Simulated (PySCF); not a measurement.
C₃H₆N₂Si, SMILES N(=C\CC#N)/[SiH3].

The structure is a stationary point at TPSSh-D3(BJ)/def2-SVP. The structure was generated by enumeration; whether it is a known compound was not checked. Other conformers were not sampled.

The numbers are results of TPSSh-D3(BJ)/def2-SVP (PySCF 2.14.0), not measurements.

Frequencies are harmonic and unscaled.

```csv
mode,ν (cm⁻¹),IR (km/mol),moving atoms (share of kinetic energy)
1,50,6.6,"H 35 %, C 31 %, N 27 %"
2,100,3.0,"N 39 %, H 33 %, Si 15 %, C 13 %"
3,162,4.2,"H 52 %, N 39 %"
4,170,4.2,"N 37 %, H 30 %, C 25 %, Si 8 %"
5,235,3.6,"C 46 %, N 30 %, H 23 %"
6,360,0.1,"C 54 %, H 26 %, N 20 %"
7,379,0.8,"C 44 %, Si 29 %, H 15 %, N 11 %"
8,517,12.5,"C 72 %, H 15 %, N 12 %"
9,684,57.8,"H 74 %, Si 12 %, C 10 %"
10,707,62.4,"H 77 %, Si 10 %, N 8 %"
11,756,50.3,"N 39 %, H 35 %, Si 15 %, C 12 %"
12,835,7.3,"H 38 %, C 30 %, N 26 %"
13,950,161.4,H 93 %
14,959,60.4,H 97 %
15,962,205.4,H 85 %
16,974,87.6,"C 43 %, H 35 %, N 19 %"
17,1013,1.7,"H 52 %, C 44 %"
18,1061,12.5,"C 74 %, H 24 %"
19,1198,3.0,"H 85 %, C 13 %"
20,1278,2.9,"H 63 %, C 36 %"
21,1396,9.2,"H 82 %, N 9 %, C 9 %"
22,1429,10.5,"H 91 %, C 8 %"
23,1765,276.1,"C 54 %, N 43 %"
24,2219,125.4,H 97 %
25,2279,101.3,H 97 %
26,2283,97.6,H 97 %
27,2359,12.2,"C 62 %, N 38 %"
28,2971,41.9,"H 92 %, C 8 %"
29,3035,0.8,H 94 %
30,3120,0.3,"H 91 %, C 9 %"
```
